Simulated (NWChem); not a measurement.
System meant: GeH3O2F; SMILES [OH][GeH]([F])[OH]

Input file for NWChem:

```
start job
memory heap 200 mb stack 900 mb global 1100 mb
geometry units angstroms noautoz
  Ge     0.022025    -0.029018     0.303582
  O      0.641854    -1.510877    -0.388048
  O     -1.630885     0.206754    -0.251734
  F      0.885463     1.337096    -0.338747
  H      0.223543    -0.075851     1.810313
  H      0.376566    -1.635468    -1.306862
  H     -1.799478     1.118112    -0.517967
end
basis spherical
  Ge library def2-svp
  O library def2-svp
  F library def2-svp
  H library def2-svp
end
dft
  odft
  mult 2
  xc xpbe96 cpbe96
  iterations 150
  mulliken
end
task dft energy
```

End of the output:

```
 ==============================================================================
                                 internuclear angles
 ------------------------------------------------------------------------------
        center 1       |       center 2       |       center 3       |  degrees
 ------------------------------------------------------------------------------
    2 O                |   1 Ge               |   3 O                |   108.76
    2 O                |   1 Ge               |   4 F                |   110.10
    2 O                |   1 Ge               |   5 H                |   108.59
    3 O                |   1 Ge               |   4 F                |   104.16
    3 O                |   1 Ge               |   5 H                |   116.18
    4 F                |   1 Ge               |   5 H                |   108.92
    1 Ge               |   2 O                |   6 H                |   112.88
    1 Ge               |   3 O                |   7 H                |   112.21
 ------------------------------------------------------------------------------
                            number of included internuclear angles:          8
 ==============================================================================

 Summary of "ao basis" -> "" (spherical)
 ------------------------------------------------------------------------------
       Tag                 Description            Shells   Functions and Types
 ---------------- ------------------------------  ------  ---------------------
 Ge                         def2-svp                12       32   5s4p3d
 O                          def2-svp                 6       14   3s2p1d
 F                          def2-svp                 6       14   3s2p1d
 H                          def2-svp                 3        5   2s1p

  pbe96 is a nonlocal functional; adding pw91lda local functional.

                                 NWChem DFT Module
                                 -----------------

 Summary of "ao basis" -> "ao basis" (spherical)
 ------------------------------------------------------------------------------
       Tag                 Description            Shells   Functions and Types
 ---------------- ------------------------------  ------  ---------------------
 Ge                         def2-svp                12       32   5s4p3d
 O                          def2-svp                 6       14   3s2p1d
 F                          def2-svp                 6       14   3s2p1d
 H                          def2-svp                 3        5   2s1p

  number of electrons :                   60
  multiplicity        :                    2
 ------------------------------------------------------------------------
  no. of electrons and multiplicity not compatible                  60
 ------------------------------------------------------------------------
 ------------------------------------------------------------------------
  current input line :
    25: task dft energy
 ------------------------------------------------------------------------
 ------------------------------------------------------------------------
 There is an error in the input file
 ------------------------------------------------------------------------
 For more information see the NWChem manual at https://nwchemgit.github.io

0: no. of electrons and multiplicity not compatible:Received an Error in Communication
```

Problem. Can this run be used? If not, why, and what is the fix?

Solution. The program refused the input. Cause: the multiplicity doesn't fit the number of electrons (an even count wants an odd multiplicity, and the reverse). This input runs:
```
start job
memory heap 200 mb stack 900 mb global 1100 mb
geometry units angstroms noautoz
  Ge     0.022025    -0.029018     0.303582
  O      0.641854    -1.510877    -0.388048
  O     -1.630885     0.206754    -0.251734
  F      0.885463     1.337096    -0.338747
  H      0.223543    -0.075851     1.810313
  H      0.376566    -1.635468    -1.306862
  H     -1.799478     1.118112    -0.517967
end
basis spherical
  Ge library def2-svp
  O library def2-svp
  F library def2-svp
  H library def2-svp
end
dft
  xc xpbe96 cpbe96
  iterations 150
  mulliken
end
task dft energy
```
It converges to -2328.15261 Ha (PBE/def2-SVP).
